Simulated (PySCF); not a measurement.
SnOCl2, SMILES [Sn]([Cl])([Cl])=[O].

Geometry optimised at B3LYP-D3(BJ)/def2-SVP. The def2 effective core potentials stand for the cores of Sn; spin–orbit coupling is left out.

Calculation: B3LYP-D3(BJ)/def2-SVP run with PySCF 2.14.0.

Frequencies are harmonic and unscaled.

Q: List the normal modes with their intensities. (The exact figures need the calculation; the answer reports its results.)

A: 
| mode | ν (cm⁻¹) | IR (km/mol) | Raman (Å⁴/amu) | depolarisation | moving atoms (share of kinetic energy) |
|---|---|---|---|---|---|
| 1 | 116 | 3.7 | 4.2 | 0.71 | Cl 82 %, Sn 16 % |
| 2 | 120 | 21.1 | 0.7 | 0.75 | O 48 %, Sn 34 %, Cl 18 % |
| 3 | 139 | 35.0 | 5.6 | 0.75 | O 74 %, Cl 15 %, Sn 12 % |
| 4 | 364 | 17.9 | 24.4 | 0.12 | Cl 83 %, Sn 14 % |
| 5 | 379 | 68.6 | 8.2 | 0.75 | Cl 73 %, Sn 27 % |
| 6 | 805 | 23.4 | 24.4 | 0.17 | O 87 %, Sn 13 % |
